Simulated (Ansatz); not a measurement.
Single points on `[H]/C=C/c1ccc(/C=C/c2ccc(/C=C/c3ccccc3)cc2)cc1` with charge -1.

```yaml
crystal:
  periodic: [false, false, false]
  atoms:
    - {symbol: H, position_ang: [10.612176, 0.003972, -0.512852]}
    - {symbol: C, position_ang: [9.553735, -0.279802, -0.409638]}
    - {symbol: C, position_ang: [8.563318, 0.649868, -0.522162]}
    - {symbol: C, position_ang: [7.125504, 0.462494, -0.417613]}
    - {symbol: C, position_ang: [6.509014, -0.798849, -0.167330]}
    - {symbol: C, position_ang: [5.129740, -0.927130, -0.076178]}
    - {symbol: C, position_ang: [4.240957, 0.185140, -0.227197]}
    - {symbol: C, position_ang: [2.820104, -0.010808, -0.127270]}
    - {symbol: C, position_ang: [1.826473, 0.945704, -0.279355]}
    - {symbol: C, position_ang: [0.407253, 0.758358, -0.177360]}
    - {symbol: C, position_ang: [-0.213393, -0.495361, 0.140858]}
    - {symbol: C, position_ang: [-1.588100, -0.636321, 0.227422]}
    - {symbol: C, position_ang: [-2.482874, 0.460634, 0.003187]}
    - {symbol: C, position_ang: [-3.914297, 0.355917, 0.083554]}
    - {symbol: C, position_ang: [-4.667754, -0.760149, 0.401192]}
    - {symbol: C, position_ang: [-6.109353, -0.847909, 0.471916]}
    - {symbol: C, position_ang: [-6.990033, 0.239857, 0.182238]}
    - {symbol: C, position_ang: [-8.376972, 0.099961, 0.268807]}
    - {symbol: C, position_ang: [-8.962811, -1.125126, 0.645987]}
    - {symbol: C, position_ang: [-8.116284, -2.213432, 0.935107]}
    - {symbol: C, position_ang: [-6.728370, -2.077512, 0.849741]}
    - {symbol: C, position_ang: [-1.864956, 1.710656, -0.314418]}
    - {symbol: C, position_ang: [-0.487499, 1.853454, -0.398835]}
    - {symbol: C, position_ang: [4.865254, 1.449403, -0.476296]}
    - {symbol: C, position_ang: [6.246788, 1.573098, -0.565936]}
    - {symbol: H, position_ang: [9.342592, -1.343555, -0.213622]}
    - {symbol: H, position_ang: [8.870023, 1.694999, -0.718932]}
    - {symbol: H, position_ang: [7.140065, -1.693328, -0.043560]}
    - {symbol: H, position_ang: [4.689757, -1.919937, 0.117611]}
    - {symbol: H, position_ang: [2.511142, -1.048864, 0.087994]}
    - {symbol: H, position_ang: [2.138446, 1.979302, -0.514071]}
    - {symbol: H, position_ang: [0.422878, -1.375046, 0.325007]}
    - {symbol: H, position_ang: [-2.005256, -1.625071, 0.475113]}
    - {symbol: H, position_ang: [-4.453373, 1.295807, -0.134481]}
    - {symbol: H, position_ang: [-4.135738, -1.698449, 0.635973]}
    - {symbol: H, position_ang: [-6.566241, 1.209918, -0.119074]}
    - {symbol: H, position_ang: [-9.020988, 0.964136, 0.035575]}
    - {symbol: H, position_ang: [-10.056780, -1.228917, 0.712001]}
    - {symbol: H, position_ang: [-8.549147, -3.182889, 1.232272]}
    - {symbol: H, position_ang: [-6.080007, -2.939148, 1.080134]}
    - {symbol: H, position_ang: [-2.514504, 2.584093, -0.494834]}
    - {symbol: H, position_ang: [-0.056348, 2.838166, -0.646559]}
    - {symbol: H, position_ang: [4.238101, 2.345994, -0.596464]}
    - {symbol: H, position_ang: [6.687767, 2.566653, -0.757642]}
basis:
  gaussian: {orbitals: def2-TZVP, fitting: {mean_field: def2-universal-jkfit}, initial_orbitals: start.molden}
total_charge: -1
magnetization: {spin_polarized: true, initial_magnetization: 1}
hamiltonian: {xc: pbe0, dispersion: d4}
scf: {omitted_lower_state_checks: [starts]}
output: {orbitals: {seedname: orbitals}}
```

The file start.molden holds the orbitals of an earlier run on this structure, at another level or in another basis.

```sh
$ ansatz run in.yaml --threads 2 --pin off --events-out ev --progress --plain --max-ram 22528MiB --backend cuda --devices 0, --max-vram 18GiB
```

Output, abridged:

```
Functional definition: PBE0
2160 factors; integrals over basis functions are off by at most 3.4e-1 eV
mean field evaluation 1: about -25180.6654 eV, gradient 1.6e2 eV
mean field evaluation 2: about -25192.1372 eV, gradient 8.7e0 eV
mean field evaluation 4: about -25192.4295 eV, gradient 4.7e-1 eV
mean field evaluation 8: about -25192.4354 eV, gradient 2.8e-5 eV
mean field -25192.43541049 eV, -925.8049252895 hartree, gradient 2.8e-5 eV, S^2 0.783487; 0 other end points of the search recorded, 0 dependent functions left out
reference -25192.43548493 eV, -925.8049280251 hartree; 83, 82 occupied and 781, 782 virtual orbitals, 2160 factors
Total energy: -25193.77624844 eV, -925.8542001751 hartree
Checks for a lower state left out: starts
```

Run time 6 s (2 threads of AMD EPYC 7R13 on a shared host and a share (18 GiB) of an NVIDIA H100 80GB HBM3).

First input, but with `hamiltonian: {xc: pbe, dispersion: d4}` (abridged; 10 s):

```
Functional definition: PBE
mean field -25190.42037060 eV, -925.7308739392 hartree, gradient 5.5e-5 eV, S^2 0.753170
Total energy: -25191.98912103 eV, -925.7885244545 hartree
Checks for a lower state left out: starts
```

Geometry: PBE-D4/def2-SVP.

Single mean-field runs in def2-TZVP are fitted with def2-universal-jkfit.
